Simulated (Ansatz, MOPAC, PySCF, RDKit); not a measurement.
Dimer: C2H4 (SMILES C=C) (first 6 atoms) with H4OSi (SMILES O[SiH3]); geometry from B3LYP-D3(BJ)/def2-TZVP, rigid monomers moved along the line of their centres of mass till H4···O7 is 4.71 Å.
(charge 0, multiplicity 1):
| atom | x (Å) | y (Å) | z (Å) |
|---|---|---|---|
| C | -0.3552 | -0.4689 | -0.0182 |
| C | 0.4663 | 0.5705 | 0.0029 |
| H | -1.1645 | -0.5394 | -0.7351 |
| H | -0.2469 | -1.2837 | 0.6863 |
| H | 1.2720 | 0.6355 | 0.7235 |
| H | 0.3667 | 1.3942 | -0.6938 |
| O | 0.6834 | -1.0945 | 5.2990 |
| Si | -0.3300 | 0.0985 | 5.8405 |
| H | 1.5552 | -1.1628 | 5.6949 |
| H | -0.4310 | 0.0674 | 7.3219 |
| H | -1.6473 | -0.1753 | 5.2385 |
| H | 0.1434 | 1.4452 | 5.4409 |

Interaction energies are E(AB) − E(A) − E(B) at the monomers' geometry in the complex; basis-set methods are counterpoise corrected. Rows marked so take none. RDKit's UFF carries no charges.

Cores are frozen in the correlated methods. Rows in 6-311+G** carry no dispersion term and start afresh at each structure. The state reached by PM6 isn't checked.

Run with Ansatz (Gaussian basis) for Hartree–Fock, density functionals and correlated methods; MOPAC for PM6 (differences of heats of formation); PySCF for 6-311+G** rows, the dispersion terms; RDKit for the force fields. Each number belongs to the level named beside it.

| level | interaction energy (kcal/mol) |
|---|---|
| UFF | -0.24 |
| PM6 | 0.07 |
| PBE/def2-TZVPPD | (withheld) |
| PBE-D3(BJ)/def2-TZVPPD | -0.26 |
| PBE-D4/def2-TZVPPD | -0.27 |
| B3LYP/6-311+G** (no counterpoise) | (withheld) |
| PBE0-D4/def2-TZVPPD | -0.26 |
| MP2/aug-cc-pV(D+d)Z | -0.21 |
| CCSD/aug-cc-pV(D+d)Z | -0.19 |

Q: Complete the blanks.

A: 
- PBE/def2-TZVPPD, interaction energy (kcal/mol): -0.10
- B3LYP/6-311+G** (no counterpoise), interaction energy (kcal/mol): -0.06

Ansatz is an electronic-structure program.
